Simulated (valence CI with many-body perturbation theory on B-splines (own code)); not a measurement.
Questions on Os44+

Level of theory: configuration interaction combined with many-body perturbation theory (CI+MBPT): four valence electrons over a frozen Dirac-Fock core [Ar] 3d10, a basis of 11 s, 11 p, 10 d, 8 f, 5 g, 2 h functions for each j, with the one-electron correlation potential Σ1, the two-electron term Σ2, the three-electron term Σ3, Breit, model QED; selected CI, second order for the rest, scaled by the run's own slope (own B-spline code, finite nucleus).

The last digits are not significant, and no measured levels were compared; by estimate large intervals hold to a few tenths of a per cent, small ones and those within an open d or f shell to about a per cent. Among the levels kept, up to 430 cm⁻¹ of a level comes from second order outside the variational space, and about a tenth of that is noise between levels of different J, which matters for small intervals.

Levels are named by their leading jj configuration (3d3/2^4 stands for four electrons in 3d with j = 3/2), which in mixed levels can hold well under half, so a name can repeat and another be missing.

Rates and lifetimes use the calculated energies. Strong lines usually hold to 10 to 20 %, long lifetimes can be off by a factor of two.

Question: What is the ground level?

Answer: (4s^2 4p1/2^2) J=0, composition 70 % 4s2.4p2 3P + 30 % 4s2.4p2 1S.

Question: Among levels below 715.62 eV, which E1 lines absorb most strongly from the ground level?

Answer: to (4s^2 4p1/2 4d3/2) J=1 at 4.343 nm, f = 1.66; to (4s 4p1/2^2 4p3/2) J=1 at 5.566 nm, f = 0.555; to (4s 4p1/2 4p3/2^2) J=1 at 3.722 nm, f = 0.00777.

Question: How well does LS coupling describe the low levels?

Answer: Among the lowest 20 levels the leading LS term, summed over configurations, holds 59 % on average. For single configurations the figures are 57 % in LS and 92 % in jj coupling. Terms mix most in the J = 2 level at 372.49 eV, where the leading one holds 29 %.

Question: Where does the other parity begin?

Answer: At (4s 4p1/2^2 4p3/2) J=2, 207.49 eV.

Question: Name the longest-lived excited levels whose lifetime is computed, and their main decay.

Answer: (4s^2 4p1/2 4p3/2) J=2 at 110.68 eV lives 3.80 μs, mostly by E2 to (4s^2 4p1/2^2) J=0; (4s^2 4p3/2 4d5/2) J=4 at 402.39 eV lives 153 ns, mostly by M1 to (4s^2 4p1/2 4d5/2) J=3; (4s^2 4p1/2 4p3/2) J=1 at 106.22 eV lives 129 ns, mostly by M1 to (4s^2 4p1/2^2) J=0.

Question: What is the ionisation energy?

Answer: 2338.1 eV; NIST lists 2336 ± 4 eV (theoretical).
